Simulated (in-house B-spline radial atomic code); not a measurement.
Configurations of Fe+, with energies counted from [Ar] 3d6 4s1. Level of theory: non-relativistic M06-2X, spin-polarised, spherical fractional occupations, exact exchange averaged over the configuration, point nucleus; calculated with a radial B-spline atomic code at the basis-set limit. Shells without spins written out take the highest spin.

Occupations are held fixed; configurations that lie above the ionisation limit could autoionise.

| configuration | E - E(ref) (eV) | highest orbital | its <r> (bohr) |
| --- | --- | --- | --- |
| [Ar] 3d5 4s1 4d1 | 14.212 | 4d up | 5.084 |
| [Ne] 3s2 3p5 3d7 4s1 | 52.518 | 4s up | 2.747 |
| [Ne] 3s2 3p5 3d6 4s1 5p1 | 67.109 | 5p up | 6.867 |

(1) Order these further configurations by energy, lowest first.
A. [Ne] 3s2 3p5 3d6 4s1 4d1
B. [Ar] 3d5 4s1 4f1
C. [Ne] 3s2 3p5 3d6 4s1 4p1

Answers

(1) B (16.052 eV), C (59.897 eV), A (66.645 eV).
